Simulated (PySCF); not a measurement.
Electron correlation in Si⁺ (silicon, charge +1)

[Ne] 3s2 3p1, 2P determinant. Computed with PySCF 2.14 in Sapporo-DZP-2012, with scalar relativity by spin-free X2C-1e. Frozen: [Ne]; 3 electrons correlated.

MP2 pair energies summed by pair of shells (mhartree):

```
 pair  energy  share (%)
3s-3s  -19.39       57.2
3s-3p  -14.53       42.8
```

Total MP2 correlation energy: -33.91 mhartree.

Same-spin part -2.20 and opposite-spin part -31.71 mhartree; SCS-MP2 scales them by 1/3 and 6/5 to -38.79 mhartree.

| level | correlation energy (mhartree) |
| --- | --- |
| CCSD | -52.95 |
| (T) | -0.65 |
| CCSD(T) | -53.60 |

Diagnostics: T1 = 0.013, D1 = 0.0316, largest double amplitude 0.107.

Cost of the coupled-cluster step: 0.12 s of wall time on 1 thread of Neoverse-V2 (shared host), for 3 correlated electrons.
